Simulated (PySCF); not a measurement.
A structure optimised at TPSSh-D3(BJ)/def2-SVP, used in a PySCF frequency run:

```xyz
12

C     -3.3792     0.6531     0.5713
C     -2.5265     0.0228    -0.2532
Si    -0.8864    -0.7006     0.2976
Si     0.8799     0.6176    -0.5151
Cl     2.6839    -0.2709     0.0580
H     -4.3195     1.0873     0.2135
H     -3.1776     0.7598     1.6431
H     -2.7932    -0.0463    -1.3168
H     -0.7025    -2.0845    -0.2236
H     -0.8196    -0.7166     1.7856
H      0.8663     0.7175    -1.9998
H      0.8445     1.9940     0.0480
```
Charge 0, spin multiplicity 1.

Question: Write its SMILES and formula.

Answer: C=C[SiH2][SiH2]Cl, C₂H₇ClSi₂

Question: What are its rotational constants (standard atomic weights)?

Answer: 7.5874, 0.88407, 0.83738 GHz
